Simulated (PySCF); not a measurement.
[VCl5]3-: V(II) (d3), charge -3. The structure is a PBE0-D3(BJ)/def2-TZVP, IEF-PCM water geometry optimised for multiplicity 4; coordination square pyramidal, point group C2v, metal–donor distances 2.45–2.51 Å.

```
6

V     0.0000    0.0000    0.0000
Cl    2.4915    0.0000   -0.3264
Cl   -2.4915    0.0000   -0.3264
Cl    0.0000    0.0000    2.4492
Cl    0.0000   -2.4636   -0.4530
Cl    0.0000    2.4636   -0.4530
```

Method (PySCF 2.14, density fitting): CASSCF(3,5) with orbitals averaged over all microstates of the shell, strongly contracted NEVPT2 on the averaged canonical orbitals; basis x2c-TZVPall on the metal, x2c-SVPall elsewhere; spin-free X2C; IEF-PCM water; spin-orbit coupling by state interaction with the mean-field operator over all roots.

Problem. What is the ground state?

Solution. 4A1 (S = 3/2, orbital degeneracy 1), orbital occupations from the lowest 1.0 1.0 1.0 0.0 0.0, by NEVPT2.

Problem. List the excited states of the same spin.

Solution. By NEVPT2, the lowest six: 4B2 at 3456 cm⁻¹; 4B1 at 3910 cm⁻¹; 4A2 at 8393 cm⁻¹ (1191 nm); 4A2 at 8515 cm⁻¹ (1174 nm); 4B1 at 10998 cm⁻¹ (909 nm); 4B2 at 11094 cm⁻¹ (901 nm). The strongest, at 3910 cm⁻¹, has f = 6.4e-05.

Problem. Which is the lowest state of another spin?

Solution. 2A1 at 13627 cm⁻¹ by NEVPT2; CASSCF alone puts it at 15413 cm⁻¹ above the same ground state.

Problem. Give the fitted ligand-field and repulsion parameters.

Solution. At CASSCF level (the NEVPT2 levels don't fit a ligand-field model well): orbital energies 0, 175, 792, 2682, 8542 cm⁻¹; B = 888 cm⁻¹; C = 3329 cm⁻¹; B over its free-ion value at the same level 0.920; rms of the fit 106 cm⁻¹; ζ = 159 cm⁻¹ (free ion 174).

Problem. What magnetic behaviour follows?

Solution. The ground multiplet follows a spin Hamiltonian with S = 3/2, g = 1.898, 1.909, 1.956, D = 1.44 cm⁻¹, E/|D| = 0.11 (spin-orbit part alone); the lowest levels hold 100 % of the spin-free ground state. μeff is 3.83 μB at 300 K and 3.71 μB at 10 K; the spin-only value is 3.88 μB.

The job took 14 s on one thread of Arm Neoverse V2 (shared host), with 138 basis functions and a peak of 0.57 GiB, launched as `OMP_NUM_THREADS=1 python lf_run.py task.json out`.
